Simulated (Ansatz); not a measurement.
`F[CH2][GaH][F]` → `[CH2]` (triplet) + `[F][GaH][F]` at 600 K and 1 bar (formal loss of a carbene).

Computed with Ansatz on PBE0-D4/def2-TZVP structures; ΔE is electronic, products minus reactants. CCSD(T)/CBS adds triple-zeta CCSD(T) − MP2 to the extrapolated MP2 energy (def2 sets, frozen cores). This one scheme is used for every species. Triplets are unrestricted, without spin–orbit coupling. For Ga outer-core shells are correlated without core-valence functions, which leaves a few kJ/mol of doubt a bond. Scalar relativity is left out up to krypton. One conformer a species, not always the lowest.

```tsv
species	CCSD(T)/CBS energy (Eh)	H − E (kJ/mol)	S (J/(mol·K))
`F[CH2][GaH][F]`	-2163.39923	146.7	395.0
`[CH2]` (triplet)	-39.09499	66.5	220.8
`[F][GaH][F]`	-2124.20216	61.3	323.0
```

H − E and S are ideal-gas, rigid-rotor, harmonic terms from PBE0-D4/def2-TZVP, for one conformer and one mirror image of each species, with the whole ground term of open shells counted as degenerate. 1 Eh = 2625.50 kJ/mol, R = 8.31446 J/(mol·K).

Question: By hand: ΔE, ΔH, ΔS and ΔG.

Answer: ΔE = (-39.09499) + (-2124.20216) − (-2163.39923) = 0.10208 Eh = 268.0 kJ/mol. Δ(H − E) = 66.5 + 61.3 − 146.7 = -18.9, so ΔH = 249.1 kJ/mol. ΔS = 220.8 + 323.0 − 395.0 = 148.8 J/(mol·K). ΔG = 249.1 − 600 × (148.8)/1000 = 159.8 kJ/mol.

Question: By hand: the equilibrium constant, and the temperature at which ΔG would vanish if ΔH and ΔS stayed fixed.

Answer: log₁₀ K = −ΔG/(RT ln 10) = -13.9. ΔG = 0 at ΔH/ΔS = 1674 K.

The number of gas molecules changes by +1, which sets the sign of ΔS. A doubt of 5 kJ/mol in ΔE shifts log₁₀ K by 0.4 here. Other conformers and mirror images would add mixing entropy, several J/(mol·K) or more a flexible species. Modes under 60 cm⁻¹, often nearly free rotors, make the harmonic entropy too high. A triplet takes part, so the spin changes. These are equilibria of isolated gas molecules and say nothing of rates. Largest T1 diagnostic: 0.015 (customary marks: 0.02 for closed shells, 0.045 for open ones).
